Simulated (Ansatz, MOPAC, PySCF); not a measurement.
Pair of molecules: HI (SMILES I) (first 2 atoms) with C3H8 (SMILES CCC); geometry from B3LYP-D3(BJ)/def2-TZVP, rigid monomers moved along the line of their centres of mass till H2···C3 is 3.22 Å.
(charge 0, multiplicity 1):
```csv
atom,x (Å),y (Å),z (Å)
I,-0.0754,-0.1427,-0.6246
H,0.2074,-0.5626,0.9085
C,0.6364,-1.1634,4.0442
C,0.0084,-0.0164,4.8314
C,-0.6190,1.0464,3.9334
H,1.0791,-1.9122,4.7035
H,-0.1104,-1.6711,3.4272
H,1.4289,-0.7989,3.3844
H,0.7695,0.4461,5.4664
H,-0.7517,-0.4161,5.5089
H,-1.0609,1.8548,4.5186
H,0.1250,1.4888,3.2663
H,-1.4081,0.6199,3.3090
```

Counterpoise-corrected where a basis set is named; no monomer relaxation. Rows marked so take none.

Rows in 3-21G carry no dispersion term and start afresh at each structure; the Pople sets are all-electron and without relativity. The state that PM3 reach isn't checked.

Codes used: Ansatz (Gaussian orbitals); MOPAC for PM3 (differences of heats of formation); PySCF for 3-21G rows, the dispersion terms. Each number belongs to the level named beside it. In def2 rows elements past Kr take small-core potentials, without spin–orbit coupling.

Problem. One of these levels gives -3.4 kJ/mol for the interaction energy. Name it.
(A) PBE-D3(BJ)/def2-TZVPPD
(B) HF/3-21G (no counterpoise)
(C) PM3
(D) B3LYP-D4/def2-TZVPPD

Solution. D, B3LYP-D4/def2-TZVPPD. The others give -2.0 (PM3), -0.2 (HF/3-21G (no counterpoise)), -6.0 (PBE-D3(BJ)/def2-TZVPPD)

Ansatz is a first-principles code.
